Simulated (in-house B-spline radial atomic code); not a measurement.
**Removing one electron from the holmium ion Ho²¹⁺**

Closed shell [Kr] 4d10. Computed with an all-electron radial atomic-structure program (B-spline basis): Koopmans values of Dirac-Hartree-Fock plus a diagonal self-energy, in second order or with its direct term screened (direct RPA, with the hole-particle interaction, or full time-dependent Hartree-Fock), linearised in energy; no-pair Dirac-Coulomb Hamiltonian, finite nucleus. Shifts add to the Koopmans value (the ΔSCF shift is orbital relaxation alone); the final value takes TDHF screening with Breit and QED.

Command:
```bash
python run_mb.py task.json out
```
Settings (nuclear radius in fm, box in bohr, cutoff in hartree):
```
basis_form          2
Z                   67
core_configuration  [Kr] 4d10
rms_radius          5.2022
mass_number         165
speed_of_light      137.036
box_radius          4.524
lmax                7
intervals           58
virtual_cutoff      17956.0
```

Time taken, with all properties: 48 s on 1 thread of Arm Neoverse V2, on a shared host.

Energies in eV:

```json
{"subshell": "4d5/2", "Koopmans": "717.60", "ΔSCF shift": "-1.617", "second order": "?", "direct RPA": "?", "hole-particle": "?", "TDHF": "?", "Breit + QED": "?", "final": "?"}
{"subshell": "4d3/2", "Koopmans": "726.91", "ΔSCF shift": "-1.703", "second order": "-0.214", "direct RPA": "0.144", "hole-particle": "-0.041", "TDHF": "-0.045", "Breit + QED": "-0.368", "final": "726.50"}
```

Question: What does the self-energy do to 4d5/2?

Answer: It shifts the removal energy by -0.178 eV in second order, 0.174 with direct RPA, -0.007 with the hole-particle term and -0.010 with TDHF screening (quasi-particle weight 0.989); Breit and QED add -0.191 eV. The final value is 717.40 eV, against 715 ± 4 eV (NIST, tabulated theory).
